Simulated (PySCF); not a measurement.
C₆H₇ (SMILES [CH]1C=CC=CC1), doublet (typed; the unrestricted solution is spin-contaminated), geometry from GFN2-xTB; PySCF with HF/3-21G.

PySCF was given this input:
```python
from pyscf import gto, scf

mol = gto.Mole()
mol.atom = '''
    C    -0.77965150   -1.14686069    0.06252894
    C     0.55910388   -1.28478755    0.22490801
    C     1.42146257   -0.17813739    0.17646734
    C     0.89181655    1.10295851   -0.04478363
    C    -0.43876408    1.29955227   -0.21378903
    C    -1.41884640    0.17780953   -0.17614256
    H    -1.43528825   -2.00437918    0.10142508
    H     0.97980506   -2.26619433    0.39601814
    H     2.48296095   -0.31116414    0.30824696
    H     1.56688494    1.94704368   -0.07985955
    H    -0.83702122    2.28914452   -0.38352073
    H    -2.17699713    0.37125471    0.60123268
    H    -1.99107050    0.15108664   -1.11867706
'''
mol.basis = '3-21g'
mol.spin = 1
mol.verbose = 4
mol.build()

mf = scf.UHF(mol)
mf.DIIS = scf.EDIIS
mf.kernel()
```

Problem. What does PySCF print? Leave out banner, timings and long lists.

Solution. 
```
PySCF version 2.14.0

[INPUT] verbose = 4
[INPUT] num. atoms = 13
[INPUT] num. electrons = 43
[INPUT] charge = 0
[INPUT] spin (= nelec alpha-beta = 2S) = 1
[INPUT] symmetry False subgroup None
[INPUT] Mole.unit = angstrom
[INPUT] Symbol           X                Y                Z      unit          X                Y                Z       unit  Magmom
[...]
nuclear repulsion = 211.303736397512
number of shells = 44
number of NR pGTOs = 111
number of NR cGTOs = 68
basis = 3-21g
ecp = {}

******** <class 'pyscf.scf.uhf.UHF'> ********
method = UHF
initial guess = minao
damping factor = 0
level_shift factor = 0
DIIS = <class 'pyscf.scf.diis.EDIIS'>
diis_start_cycle = 1
diis_space = 8
diis_damp = 0
SCF conv_tol = 1e-09
SCF conv_tol_grad = None
SCF max_cycles = 50
direct_scf = True
direct_scf_tol = 1e-13
number electrons alpha = 22  beta = 21
Set gradient conv threshold to 3.16228e-05
init E= -231.539499795985

cycle= 1 E= -229.873927332215  delta_E= 1.67  |g|= 0.268  |ddm|= 2.65
cycle= 2 E= -229.935723449296  delta_E= -0.0618  |g|= 0.0921  |ddm|= 0.531
cycle= 3 E= -229.946633560369  delta_E= -0.0109  |g|= 0.0513  |ddm|= 0.178
cycle= 4 E= -229.951981503392  delta_E= -0.00535  |g|= 0.0396  |ddm|= 0.0938
cycle= 5 E= -229.955434468111  delta_E= -0.00345  |g|= 0.032  |ddm|= 0.0732
cycle= 6 E= -229.955434468111  delta_E= 5.68e-14  |g|= 0.032  |ddm|= 9.49e-14
cycle= 7 E= -229.95776293365  delta_E= -0.00233  |g|= 0.0262  |ddm|= 0.0587
cycle= 8 E= -229.95776293365  delta_E= -1.14e-13  |g|= 0.0262  |ddm|= 1.2e-13
cycle= 9 E= -229.959335357602  delta_E= -0.00157  |g|= 0.0214  |ddm|= 0.0483
cycle= 10 E= -229.959335357602  delta_E= -5.68e-14  |g|= 0.0214  |ddm|= 8.02e-14
cycle= 11 E= -229.959335357602  delta_E= -5.68e-14  |g|= 0.0214  |ddm|= 1.05e-13
cycle= 12 E= -229.960385891998  delta_E= -0.00105  |g|= 0.0174  |ddm|= 0.0397
cycle= 13 E= -229.960385891998  delta_E= 1.71e-13  |g|= 0.0174  |ddm|= 1.12e-13
cycle= 14 E= -229.960385891998  delta_E= -1.71e-13  |g|= 0.0174  |ddm|= 2.06e-13
cycle= 15 E= -229.96107711352  delta_E= -0.000691  |g|= 0.0141  |ddm|= 0.0323
cycle= 16 E= -229.96107711352  delta_E= -1.14e-13  |g|= 0.0141  |ddm|= 8.57e-14
cycle= 17 E= -229.961077113521  delta_E= -3.41e-13  |g|= 0.0141  |ddm|= 2.31e-13
cycle= 18 E= -229.961524532188  delta_E= -0.000447  |g|= 0.0113  |ddm|= 0.0262
cycle= 19 E= -229.961524532188  delta_E= -3.41e-13  |g|= 0.0113  |ddm|= 1.06e-13
cycle= 20 E= -229.961524532187  delta_E= 7.96e-13  |g|= 0.0113  |ddm|= 1.54e-12
[...]
cycle= 22 E= -229.961809704928  delta_E= 3.41e-13  |g|= 0.00899  |ddm|= 7.86e-13
cycle= 23 E= -229.961809704929  delta_E= -5.68e-13  |g|= 0.00899  |ddm|= 5.32e-13
cycle= 24 E= -229.961989021425  delta_E= -0.000179  |g|= 0.00712  |ddm|= 0.0167
cycle= 25 E= -229.961989021425  delta_E= -5.68e-14  |g|= 0.00712  |ddm|= 1e-13
cycle= 26 E= -229.961989021425  delta_E= -5.68e-14  |g|= 0.00712  |ddm|= 8.42e-14
cycle= 27 E= -229.962100500794  delta_E= -0.000111  |g|= 0.00561  |ddm|= 0.0132
cycle= 28 E= -229.962100500794  delta_E=    0  |g|= 0.00561  |ddm|= 1.35e-13
cycle= 29 E= -229.962100500794  delta_E= 2.84e-13  |g|= 0.00561  |ddm|= 9.71e-14
cycle= 30 E= -229.962169167556  delta_E= -6.87e-05  |g|= 0.0044  |ddm|= 0.0104
cycle= 31 E= -229.962169167556  delta_E= 4.55e-13  |g|= 0.0044  |ddm|= 9.47e-14
cycle= 32 E= -229.962169167557  delta_E= -1.36e-12  |g|= 0.0044  |ddm|= 2.97e-11
cycle= 33 E= -229.962211151682  delta_E= -4.2e-05  |g|= 0.00344  |ddm|= 0.00818
cycle= 34 E= -229.962211151681  delta_E= 9.09e-13  |g|= 0.00344  |ddm|= 1.29e-12
cycle= 35 E= -229.962211151681  delta_E= -1.14e-13  |g|= 0.00344  |ddm|= 8.22e-13
cycle= 36 E= -229.962236672372  delta_E= -2.55e-05  |g|= 0.00269  |ddm|= 0.00639
cycle= 37 E= -229.962236672373  delta_E= -1.71e-13  |g|= 0.00269  |ddm|= 1.44e-12
cycle= 38 E= -229.962236672373  delta_E= -6.25e-13  |g|= 0.00269  |ddm|= 3.99e-11
cycle= 39 E= -229.962252115098  delta_E= -1.54e-05  |g|= 0.00209  |ddm|= 0.00498
cycle= 40 E= -229.962252125129  delta_E= -1e-08  |g|= 0.00209  |ddm|= 3.71e-06
cycle= 41 E= -229.962252115139  delta_E= 9.99e-09  |g|= 0.00209  |ddm|= 3.69e-06
cycle= 42 E= -229.962261428704  delta_E= -9.31e-06  |g|= 0.00162  |ddm|= 0.00388
cycle= 43 E= -229.962261435346  delta_E= -6.64e-09  |g|= 0.00162  |ddm|= 3.17e-06
cycle= 44 E= -229.962261428765  delta_E= 6.58e-09  |g|= 0.00162  |ddm|= 3.14e-06
cycle= 45 E= -229.962267028621  delta_E= -5.6e-06  |g|= 0.00126  |ddm|= 0.00301
cycle= 46 E= -229.962267028611  delta_E= 1.02e-11  |g|= 0.00126  |ddm|= 5.43e-09
cycle= 47 E= -229.962267025836  delta_E= 2.77e-09  |g|= 0.00126  |ddm|= 1.71e-06
cycle= 48 E= -229.962270386873  delta_E= -3.36e-06  |g|= 0.000978  |ddm|= 0.00234
cycle= 49 E= -229.962270389797  delta_E= -2.92e-09  |g|= 0.000977  |ddm|= 2.33e-06
cycle= 50 E= -229.962270765391  delta_E= -3.76e-07  |g|= 0.00094  |ddm|= 0.000306
SCF not converged.
SCF energy = -229.962270765391 after 50 cycles  <S^2> = 1.1765461  2S+1 = 2.3887621
```

The run did not converge; its last values are not results.
